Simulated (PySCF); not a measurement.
PySCF job for SbBr₂, SMILES [Sb]([Br])[Br], multiplicity 2, TDA-PBE/def2-SVPD. Geometry: r2SCAN-D4/def2-SVP. The spin state was assumed, not searched. The isomer is the one that the SMILES or the coordinates give; other isomers of the formula were not compared. The def2 effective core potentials stand for the cores of Sb; spin–orbit coupling is left out.

```python
import numpy as np
from pyscf import gto, scf, dft, tdscf

mol = gto.M(
    atom='''
    Sb    0.00000000    0.00000000    0.93551567
    Br    0.00000000   -1.93903279   -0.68158999
    Br    0.00000000    1.93903278   -0.68158999
    ''',
    basis='def2-SVPD',
    ecp={'Sb': 'def2-svp'},
    charge=0,
    spin=1,
    max_memory=1600,
    verbose=4,
)
mf = dft.UKS(mol, xc='pbe').density_fit(auxbasis='def2-universal-jkfit')
mf.grids.level = 3
mf.conv_tol = 1e-9
mf.max_cycle = 100
mf.kernel()
fine, coarse = mf.grids, dft.Grids(mol).set(level=1).build(with_non0tab=True)
for _ in range(3):  # follow internal instabilities
    mf.grids = coarse
    mo, _, stable, _ = mf.stability(return_status=True, nroots=4)
    mf.grids = fine
    if stable:
        break
    mf.kernel(mf.make_rdm1(mo, mf.mo_occ))
mf.grids = dft.Grids(mol).set(level=1).build(with_non0tab=True)  # coarser grid for the response kernel
td = tdscf.TDA(mf)
td.nstates = 10
td.conv_tol = 1e-4
td.positive_eig_threshold = 1e-6
td.kernel(x0=td.get_init_guess(mf, 15))
td.analyze(verbose=3)
```

It prints:

```
PySCF version 2.14.0

[INPUT] verbose = 4
[INPUT] num. atoms = 3
[INPUT] num. electrons = 93
[INPUT] charge = 0
[INPUT] spin (= nelec alpha-beta = 2S) = 1
[INPUT] symmetry False subgroup None
[INPUT] Mole.unit = angstrom
[INPUT] Symbol           X                Y                Z      unit          X                Y                Z       unit  Magmom
[INPUT]  1 Sb     0.000000000000   0.000000000000   0.935515670000 AA    0.000000000000   0.000000000000   1.767868401539 Bohr   0.0
[INPUT]  2 Br     0.000000000000  -1.939032790000  -0.681589990000 AA    0.000000000000  -3.664240919651  -1.288018410345 Bohr   0.0
[INPUT]  3 Br     0.000000000000   1.939032780000  -0.681589990000 AA    0.000000000000   3.664240900754  -1.288018410345 Bohr   0.0

nuclear repulsion = 504.591749874284
number of shells = 42
number of NR pGTOs = 233
number of NR cGTOs = 114
basis = def2-SVPD
ecp = {'Sb': 'def2-svp'}


[settings echo left out]
init E= -5360.07323068405
  alpha nocc = 47  HOMO = -0.610650610960117  LUMO = -0.581677131392272
  beta  nocc = 46  HOMO = -0.615900845447421  LUMO = -0.610650610960122

WARN: HOMO -0.610650610960117 >= LUMO -0.610650610960122

cycle= 1 E= -5383.50295415428  delta_E= -23.4  |g|= 2.49  |ddm|= 8.21
  alpha nocc = 47  HOMO = 0.0170214935083896  LUMO = 0.0380992397175837
  beta  nocc = 46  HOMO = 0.0020095258015228  LUMO = 0.020352750917038
  HOMO = 0.0170214935084  LUMO = 0.020352750917  gap/eV = 0.09065
cycle= 2 E= -5314.28501510166  delta_E= 69.2  |g|= 5.72  |ddm|= 13.8
  alpha nocc = 47  HOMO = -0.455588998623323  LUMO = -0.375931216845827
  beta  nocc = 46  HOMO = -0.464704657923157  LUMO = -0.437966807676998
  HOMO = -0.455588998623  LUMO = -0.437966807677  gap/eV = 0.47952
cycle= 3 E= -5386.1540279498  delta_E= -71.9  |g|= 1.37  |ddm|=   13
  alpha nocc = 47  HOMO = -0.227446676440467  LUMO = -0.144881020056584
  beta  nocc = 46  HOMO = -0.23479509584518  LUMO = -0.208626577620356
  HOMO = -0.22744667644  LUMO = -0.20862657762  gap/eV = 0.51212
cycle= 4 E= -5386.75978797169  delta_E= -0.606  |g|= 0.932  |ddm|=  2.5
  alpha nocc = 47  HOMO = -0.246047438597195  LUMO = -0.176089405532753
  beta  nocc = 46  HOMO = -0.328282656784215  LUMO = -0.227598650729288
  HOMO = -0.246047438597  LUMO = -0.227598650729  gap/eV = 0.50202
cycle= 5 E= -5387.18374884758  delta_E= -0.424  |g|= 0.38  |ddm|= 1.19
  alpha nocc = 47  HOMO = -0.211862099314691  LUMO = -0.117789139980699
  beta  nocc = 46  HOMO = -0.262132837608063  LUMO = -0.179365802325663
  HOMO = -0.211862099315  LUMO = -0.179365802326  gap/eV = 0.88427
cycle= 6 E= -5387.21659125837  delta_E= -0.0328  |g|= 0.189  |ddm|= 0.653
  alpha nocc = 47  HOMO = -0.200582706850525  LUMO = -0.11175724400466
  beta  nocc = 46  HOMO = -0.273591263649483  LUMO = -0.163478600179844
  HOMO = -0.200582706851  LUMO = -0.16347860018  gap/eV = 1.00965
cycle= 7 E= -5387.24339611619  delta_E= -0.0268  |g|= 0.0443  |ddm|= 0.293
  alpha nocc = 47  HOMO = -0.192232180660724  LUMO = -0.103672505841418
  beta  nocc = 46  HOMO = -0.265829035337669  LUMO = -0.154727548797575
  HOMO = -0.192232180661  LUMO = -0.154727548798  gap/eV = 1.02055
cycle= 8 E= -5387.24454345618  delta_E= -0.00115  |g|= 0.0108  |ddm|= 0.0942
  alpha nocc = 47  HOMO = -0.193457311633473  LUMO = -0.104747641202937
  beta  nocc = 46  HOMO = -0.265746313973684  LUMO = -0.15650729009399
  HOMO = -0.193457311633  LUMO = -0.156507290094  gap/eV = 1.00546
cycle= 9 E= -5387.2446179269  delta_E= -7.45e-05  |g|= 0.00213  |ddm|= 0.0233
  alpha nocc = 47  HOMO = -0.19360837616864  LUMO = -0.104968052346835
  beta  nocc = 46  HOMO = -0.266153798493365  LUMO = -0.156729809551015
  HOMO = -0.193608376169  LUMO = -0.156729809551  gap/eV = 1.00352
cycle= 10 E= -5387.24462142997  delta_E= -3.5e-06  |g|= 0.000215  |ddm|= 0.00373
  alpha nocc = 47  HOMO = -0.193555252093837  LUMO = -0.104927416226565
  beta  nocc = 46  HOMO = -0.266119210594981  LUMO = -0.156699383308857
  HOMO = -0.193555252094  LUMO = -0.156699383309  gap/eV = 1.00290
cycle= 11 E= -5387.24462146275  delta_E= -3.28e-08  |g|= 4.78e-05  |ddm|= 0.000455
  alpha nocc = 47  HOMO = -0.193553510627353  LUMO = -0.104928899997725
  beta  nocc = 46  HOMO = -0.26612211144223  LUMO = -0.156701433747044
  HOMO = -0.193553510627  LUMO = -0.156701433747  gap/eV = 1.00280
cycle= 12 E= -5387.24462146274  delta_E= 1.18e-11  |g|= 4.86e-05  |ddm|= 0.000145
  alpha nocc = 47  HOMO = -0.193553304031653  LUMO = -0.104929980287021
  beta  nocc = 46  HOMO = -0.266122682970242  LUMO = -0.156702788857951
  HOMO = -0.193553304032  LUMO = -0.156702788858  gap/eV = 1.00275
cycle= 13 E= -5387.24462146442  delta_E= -1.68e-09  |g|= 9.12e-06  |ddm|= 8.36e-05
  alpha nocc = 47  HOMO = -0.193553437602098  LUMO = -0.104930366056451
  beta  nocc = 46  HOMO = -0.266122232461042  LUMO = -0.156703381219606
  HOMO = -0.193553437602  LUMO = -0.15670338122  gap/eV = 1.00274
cycle= 14 E= -5387.24462146449  delta_E= -6.64e-11  |g|= 1.81e-06  |ddm|= 1.54e-05
  alpha nocc = 47  HOMO = -0.193553043777563  LUMO = -0.104930062718069
  beta  nocc = 46  HOMO = -0.266122456379977  LUMO = -0.156702961754777
  HOMO = -0.193553043778  LUMO = -0.156702961755  gap/eV = 1.00274
Extra cycle  E= -5387.24462146447  delta_E= 1.64e-11  |g|= 3.95e-06  |ddm|= 7.82e-06
converged SCF energy = -5387.24462146447  <S^2> = 0.75220186  2S+1 = 2.0022006
tot grids = 22696
uhf_internal: lowest eigs of H = [0.5262375  0.54134169 0.55809127 0.56496765]
<class 'pyscf.df.df_jk.DFUKS'> wavefunction is stable in the internal stability analysis
tot grids = 22696
Overwritten attributes  positive_eig_threshold  of <class 'pyscf.tdscf.uks.TDA'>


******** <class 'pyscf.tdscf.uks.TDA'> for <class 'pyscf.df.df_jk.DFUKS'> ********
nstates = 10
deg_eia_thresh = 1.000e-03
wfnsym = None
conv_tol = 0.0001
eigh lindep = 1e-12
eigh level_shift = 0
eigh max_cycle = 100


Excitation energies (eV)
[2.2013225  2.37989828 2.97692509 3.13896188 3.27373609 3.77885027
 4.07128652 4.20572087 4.23932731 4.31626441]

** Excitation energies and oscillator strengths **
Excited State   1:      2.20132 eV    563.23 nm  f=0.0004
Excited State   2:      2.37990 eV    520.96 nm  f=0.0000
Excited State   3:      2.97693 eV    416.48 nm  f=0.0000
Excited State   4:      3.13896 eV    394.98 nm  f=0.0010
Excited State   5:      3.27374 eV    378.72 nm  f=0.0172
Excited State   6:      3.77885 eV    328.10 nm  f=0.0085
Excited State   7:      4.07129 eV    304.53 nm  f=0.0016
Excited State   8:      4.20572 eV    294.80 nm  f=0.0003
Excited State   9:      4.23933 eV    292.46 nm  f=0.0021
Excited State  10:      4.31626 eV    287.25 nm  f=0.0000
```

The calculation finished and met its thresholds.

Cost: about 2.7 core-minutes (a rough figure).
